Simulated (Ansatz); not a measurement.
Input file for Ansatz (a quantum-chemistry and plane-wave program): U-wB97X-V/def2-TZVPP on Na, 2S+1 = 2, a spin state set in the input, which need not be the lowest.

Ansatz 0.2 input:
```yaml
crystal:
  periodic: [false, false, false]
  atoms:
    - {symbol: Na, position_ang: [0.00000000, 0.00000000, 0.00000000]}
basis:
  gaussian:
    orbitals: def2-TZVPP
hamiltonian:
  xc: {name: wB97X-V}
magnetization: {spin_polarized: true, initial_magnetization: 1}
scf: {lower_state_search: full}
```

The log:

```
Functional definition: wB97X-V
[...]
integrals: 0.02 GiB planned
241 factors; their error is unknown
integrals: 0.05 GiB planned
58 factors; integrals over basis functions are off by at most 5.8e-5 eV
mean field: 0.15 GiB planned
mean field evaluation 1: about -4414.6645 eV, gradient 1.5e0 eV
mean field evaluation 2: about -4414.6922 eV, gradient 8.1e-1 eV
mean field evaluation 4: about -4414.6979 eV, gradient 2.3e-1 eV
mean field evaluation 8: about -4414.7195 eV, gradient 1.7e-4 eV
mean field evaluation 16: about -4414.6645 eV, gradient 1.5e0 eV
mean field evaluation 32: about -4414.7195 eV, gradient 6.7e-3 eV
mean field -4414.71952316 eV, -162.2379500718 hartree, gradient 1.2e-5 eV, S^2 0.750047; 2 other end points of the search recorded, 0 dependent functions left out
reference -4414.71952624 eV, -162.2379501848 hartree; 6, 5 occupied and 26, 27 virtual orbitals, 241 factors
Total energy: -4414.71952624 eV, -162.2379501848 hartree
```

Self-consistency was reached.

Cost: around 3 core-seconds (rough).
